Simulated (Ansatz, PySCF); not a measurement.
C5H5N, SMILES C#CC(N)=C=C. Atoms are numbered in the order given.

```xyz
11

C     -1.5009     1.8179     0.8586
C     -0.8961     0.8507     0.4448
C     -0.2005    -0.3174    -0.0186
N     -0.9743    -1.4902    -0.1428
C      1.0842    -0.2270    -0.3472
C      2.3325    -0.1246    -0.7237
H     -2.0273     2.6823     1.2163
H     -1.6449    -1.6037     0.6132
H     -0.4139    -2.3287    -0.2652
H      2.6081     0.0898    -1.7659
H      3.1646    -0.2415    -0.0157
```

Geometry: B3LYP-D3(BJ)/def2-SVP. The structure was generated by enumeration, and PubChem lists no compound with its InChIKey, so it may never have been made. One conformer was computed; it need not be the lowest.

Two levels are set side by side: PBE-D3(BJ)/def2-SVP (Ansatz, a quantum-chemistry and plane-wave program) and B3LYP-D3(BJ)/def2-SVP (Ansatz). Each level has its own optimised geometry; the coordinates shown are those of the second. Frequencies come from the Hessian of PySCF at each geometry. Differences are taken from unrounded values.

```json
[
 {"quantity": "mean bond length (Å)", "B3LYP-D3(BJ)": "1.200", "PBE-D3(BJ)": "1.207", "PBE-D3(BJ) minus B3LYP-D3(BJ)": "0.007"},
 {"quantity": "bond C1–C2 (Å)", "B3LYP-D3(BJ)": "1.213", "PBE-D3(BJ)": "1.226", "PBE-D3(BJ) minus B3LYP-D3(BJ)": "0.012"},
 {"quantity": "bond C2–C3 (Å)", "B3LYP-D3(BJ)": "1.436", "PBE-D3(BJ)": "1.435", "PBE-D3(BJ) minus B3LYP-D3(BJ)": "-0.001"},
 {"quantity": "bond C3–N4 (Å)", "B3LYP-D3(BJ)": "1.411", "PBE-D3(BJ)": "1.412", "PBE-D3(BJ) minus B3LYP-D3(BJ)": "0.002"},
 {"quantity": "bond C3–C5 (Å)", "B3LYP-D3(BJ)": "1.329", "PBE-D3(BJ)": "1.341", "PBE-D3(BJ) minus B3LYP-D3(BJ)": "0.011"},
 {"quantity": "bond C5–C6 (Å)", "B3LYP-D3(BJ)": "1.308", "PBE-D3(BJ)": "1.315", "PBE-D3(BJ) minus B3LYP-D3(BJ)": "0.007"},
 {"quantity": "bond C1–H7 (Å)", "B3LYP-D3(BJ)": "1.073", "PBE-D3(BJ)": "1.081", "PBE-D3(BJ) minus B3LYP-D3(BJ)": "0.007"},
 {"quantity": "bond N4–H8 (Å)", "B3LYP-D3(BJ)": "1.017", "PBE-D3(BJ)": "1.024", "PBE-D3(BJ) minus B3LYP-D3(BJ)": "0.007"},
 {"quantity": "bond N4–H9 (Å)", "B3LYP-D3(BJ)": "1.016", "PBE-D3(BJ)": "1.023", "PBE-D3(BJ) minus B3LYP-D3(BJ)": "0.007"},
 {"quantity": "bond C6–H10 (Å)", "B3LYP-D3(BJ)": "1.099", "PBE-D3(BJ)": "1.108", "PBE-D3(BJ) minus B3LYP-D3(BJ)": "0.009"},
 {"quantity": "bond C6–H11 (Å)", "B3LYP-D3(BJ)": "1.099", "PBE-D3(BJ)": "1.107", "PBE-D3(BJ) minus B3LYP-D3(BJ)": "0.009"},
 {"quantity": "highest harmonic wavenumber (cm⁻¹)", "B3LYP-D3(BJ)": "3637", "PBE-D3(BJ)": "3562", "PBE-D3(BJ) minus B3LYP-D3(BJ)": "-75"},
 {"quantity": "mean harmonic wavenumber (cm⁻¹)", "B3LYP-D3(BJ)": "1339", "PBE-D3(BJ)": "1300", "PBE-D3(BJ) minus B3LYP-D3(BJ)": "-39"},
 {"quantity": "zero-point energy (kcal/mol)", "B3LYP-D3(BJ)": "51.70", "PBE-D3(BJ)": "50.19", "PBE-D3(BJ) minus B3LYP-D3(BJ)": "-1.51"}
]
```

Exact exchange shortens and stiffens bonds; PBE has none. Differences between two approximate levels are no errors against the true value.
